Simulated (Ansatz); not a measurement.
Basis-set extrapolation for C$_{7}$H$_{6}$O$_{2}$, SMILES `O=C(O)c1ccccc1` (PBE0-D4/def2-TZVP geometry, frozen core, Ansatz). Multiplicity 1, RHF reference.

|  | def2-TZVPP | def2-QZVPP |
| --- | --- | --- |
| HF | -418.489158 | -418.506716 |
| MP2 correlation | -1.552132 | -1.659464 |
| CCSD(T) correlation | -1.649822 | not run |

Energies in hartree. Use E(X) = E(∞) + A·exp(−7.88·√X) for Hartree–Fock and E(X) = E(∞) + B·X^(−2.97) for correlation, with X = 3 and 4, and add CCSD(T) minus MP2 of the smaller set to the MP2 limit.

Problem. What is the CCSD(T) energy at the basis-set limit?

Solution. HF limit: -418.506716 + (-0.017558) × 0.13774 = -418.50913. MP2 limit: -1.659464 + (-0.107332) × 0.74074 = -1.73897. Higher-order term: -1.649822 − (-1.552132) = -0.09769. Total: -420.34579 hartree, 543.0 kJ/mol below CCSD(T)/def2-TZVPP.
